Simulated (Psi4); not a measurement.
A dimer, C2H6O ··· H3B (SMILES COC and B); the first 9 atoms form monomer A.

```
13

C     -1.1341    -0.1636    -0.2497
O      0.1762    -0.5560    -0.5890
C      1.1536     0.1018     0.1842
H     -1.2851     0.9125    -0.4091
H     -1.3631    -0.3932     0.7997
H     -1.8176    -0.7172    -0.8917
H      1.0325    -0.1152     1.2540
H      2.1273    -0.2595    -0.1435
H      1.1102     1.1904     0.0451
B      0.5034    -0.3002    -2.5032
H      0.3497     0.8742    -2.3941
H      1.5866    -0.7732    -2.3699
H     -0.4259    -1.0015    -2.7468
```

Question: What interaction energy does Psi4 with SAPT0/jun-cc-pVDZ, frozen core give, and which attractive term is the largest?

Answer: Total -9.92 kcal/mol: electrostatics -29.85, exchange 45.15, induction -16.46, dispersion -8.75. The most attractive term is electrostatics.
